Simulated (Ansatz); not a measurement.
Ideal-gas functions of `N[AsH][SiH3]` at 400 K and 1 bar, from an Ansatz frequency run at PBE0-D4/def2-TZVP.

Molar mass 123.06 g/mol, point group C1 (symmetry number 1), electronic degeneracy 1, moments of inertia 53.805, 153.554, 195.629 u Å². Harmonic wavenumbers (cm⁻¹, unscaled): 132, 142, 240, 359, 459, 533, 565, 702, 724, 807, 879, 931, 942, 991, 1586, 2119, 2209, 2225, 2239, 3543, 3642.

Use S(trans) = R[1.5 ln M + 2.5 ln T − 1.1517]; rotational temperatures θ = 24.2544 K / I; S(rot) = R[ln(√π/σ · √(T³/θAθBθC)) + 1.5]; for each mode x = 1.438777 ν̃/T, S = R[x/(eˣ − 1) − ln(1 − e⁻ˣ)] and H = RT x/(eˣ − 1); 1 cm⁻¹ = 0.0119627 kJ/mol; R = 8.31446 J/(mol·K).

Problem. By hand: the entropy, in J/(mol·K).

Solution. Translation 175.0. Rotation: θ = 0.4508, 0.158, 0.124 K, giving 111.6. Vibration, mode by mode: 14.59, 13.99, 9.79, 6.74, 5.03, 4.07, 3.72, 2.52, 2.37, 1.87, 1.52, 1.31, 1.27, 1.10, 0.19, 0.04, 0.03, 0.03, 0.02, 0.00, 0.00, in all 70.2. Electronic 0.0. Sum 356.8 J/(mol·K).

Problem. By hand: H − E and G − E in kJ/mol, counted from the electronic energy.

Solution. Zero-point energy ½ × 25969 × 0.0119627 = 155.3; thermal vibration 16.0; translation, rotation and pV give 4 RT = 13.3. H − E = 184.6 kJ/mol, and G − E = 184.6 − 400 × 356.8/1000 = 41.9 kJ/mol.

Vibration gives 20 % of the entropy, 28.6 J/(mol·K) of it from the modes under 150 cm⁻¹: soft modes count most, and the harmonic formula is weakest for them. The sum counts one conformer and one mirror image; others add a mixing term.
